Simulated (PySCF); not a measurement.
Here is a job for PySCF.
```python
from pyscf import gto, scf, dft

mol = gto.Mole()
mol.atom = '''
    O    -0.00000000   -0.00000000   -0.68730272
    F     0.00000000    0.00000000    0.61093575
'''
mol.basis = 'cc-pvdz'
mol.spin = 1
mol.verbose = 4
mol.max_memory = 1800
mol.build()

mf = dft.UKS(mol)
mf.xc = 'r2scan'
mf = mf.density_fit(auxbasis='def2-universal-jkfit')
mf.kernel()
```

### Question
Estimate the number of basis functions that DF-R2SCAN/cc-pVDZ (PySCF) returns for this input.

### Answer
28

### Question
What is the computed Mulliken (on the basis functions themselves) charges in atom order (DF-R2SCAN/cc-pVDZ)?

### Answer
O1 0.03, F2 -0.03

### Question
What is the computed nuclear repulsion energy (DF-R2SCAN/cc-pVDZ)?

### Answer
29.3480 Eh

### Question
Give the HOMO energy at the level DF-R2SCAN/cc-pVDZ.

### Answer
-6.77 eV

### Question
What is the computed dipole moment (DF-R2SCAN/cc-pVDZ)?

### Answer
0.16 D

### Question
What is the computed total energy (DF-R2SCAN/cc-pVDZ)?

### Answer
-174.807256 Ha

These values belong to the state on which the SCF converged, which isn't shown to be the lowest.
